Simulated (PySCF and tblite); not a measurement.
Results of a calculation; reference values are marked as such.
C₆H₁₁FO, numbered as in [CH3:1][C@H:2]1[CH2:3][CH2:4][C@H:5]([F:6])[CH2:7][O:8]1.

Level: B3LYP-D3(BJ)/def2-SVP (IEF-PCM, benzene)//GFN2-xTB, thermal terms from GFN2-xTB, symmetry numbers and mirror pairs counted. Conformers within 2.5 kcal/mol (GFN2-xTB free energy) were kept, 3 at most. GIAO shieldings: wB97X-D/pcSseg-1 (IEF-PCM, benzene). Shifts are against TMS (¹H), TMS (¹³C) at the same level; of two unlike H on one atom, a is the less shielded. Run with PySCF (density fitting) and tblite.

(1) What shifts does this protocol give at 298.15 K under fast conformational exchange?

Shifts are unscaled: against experiment ¹³C can be off by 15 ppm or more and ¹H by 0.8 ppm.

Results:

(1) ¹H: 4.69 (H5, 1H), 4.35 (H7a, 1H), 3.49 (H7b, 1H), 3.32 (H2, 1H), 2.24 (H4a, 1H), 1.62 (H4b, 1H), 1.54 (H3a, 1H), 1.26 (H3b, 1H), 1.22 (H1, 3H) ppm. ¹³C: 91.2 (C5), 77.0 (C2), 74.2 (C7), 35.5 (C3), 34.8 (C4), 24.2 (C1) ppm.
